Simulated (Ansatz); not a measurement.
Reaction (substitution at a C–O bond): `C[O][In]([F])[F]` + `FC(F)(F)[TeH]` → `C[Te]C(F)(F)F` + `[OH][In]([F])[F]`

Gas-phase electronic energies from Ansatz, PBE0-D4/def2-TZVP geometries. CCSD(T)/CBS adds triple-zeta CCSD(T) − MP2 to the extrapolated MP2 energy (def2 sets, frozen cores). DFT in def2-TZVPP. def2 core potentials past Kr. For In, Te outer-core shells are correlated without core-valence functions, which leaves a few kJ/mol of doubt a bond. One conformer a species, not always the lowest.

Q: Is it downhill or uphill in electronic energy at CCSD(T)/CBS, and by how much? (An estimate is asked.)

A: Computed: Downhill: ΔE = -20.0 kcal/mol.

Q: What do these levels give: CAM-B3LYP-D4, B2PLYP, revPBE, RPA@PBE/def2-TZVPP, CCSD(T)/def2-SVP, CCSD/CBS(def2)? (Estimate.)

A: Computed: CAM-B3LYP-D4 -16.8, B2PLYP -18.1, revPBE -17.4, RPA@PBE/def2-TZVPP -17.3, CCSD(T)/def2-SVP -12.2, CCSD/CBS(def2) -19.5 kcal/mol.

Largest T1 diagnostic among the species: 0.018.

Leaving LDA and LC-ωPBE aside and taking each functional with its dispersion term where it has one, the values, not all of them listed here, spread over 2.3 kcal/mol, from PBE-QIDH to CAM-B3LYP-D4. LDA lies +0.8 kcal/mol from PBE without D4. The D4 term adds −0.7 kcal/mol with B3LYP and −0.4 kcal/mol with PBE0; it sums over pairs of atoms, weighted by their polarisabilities, and B3LYP, whose exchange is more repulsive, gets the larger term.

B3LYP here is the variant with VWN-RPA as its local correlation; programs differ in this.
